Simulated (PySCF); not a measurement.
A structure optimised at PBE0-D3(BJ)/def2-SVP, used in a PySCF frequency run:

```xyz
13

Si     1.6586    -0.7671     0.3927
C      2.1996     0.9473    -0.1365
N     -0.0270    -0.9686     0.0146
Ge    -1.3167     0.3292    -0.1571
H      2.4530    -1.8169    -0.3234
H      1.9568    -0.9332     1.8562
H      2.0417     1.0992    -1.2151
H      3.2701     1.0891     0.0782
H      1.6472     1.7304     0.4070
H     -0.4045    -1.9088     0.0829
H     -1.4786     1.1560     1.1379
H     -0.9451     1.2865    -1.3050
H     -2.6341    -0.4000    -0.4740
```
Charge 0, spin multiplicity 1.

### Question
Write its SMILES and formula.

### Answer
C[SiH2][NH][GeH3], CH9GeNSi

### Question
What are its rotational constants (standard atomic weights)?

### Answer
7.3346, 1.5968, 1.3734 GHz
